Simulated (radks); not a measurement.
Values are calculated unless marked as measured or tabulated.
Task: Orbital eigenvalues (eV) of neutral boron, [He] 2s2 2p1, of relativity; Dirac values are averaged over j with weights 2j + 1. Spin-unpolarised spherical Kohn-Sham, PBE, point nucleus unless stated (finite: rms radius 2.406 fm), a radial shooting solver on a logarithmic mesh with Libxc functionals. A level marked "c x" has the speed of light scaled by that factor and shares open shells by 2j + 1; other Dirac levels either fill j = l - 1/2 first or share by 2j + 1.

| shell | non-rel. |
|---|---|
| 1s | -180.54 |
| 2s | -9.4387 |
| 2p | -3.6087 |

Give the values at the level "Dirac, c x 100".

Result: 
shell  Dirac, c x 100  change of magnitude (%)
1s            -180.54                    0.00
2s            -9.4387                    0.00
2p            -3.6087                    0.00
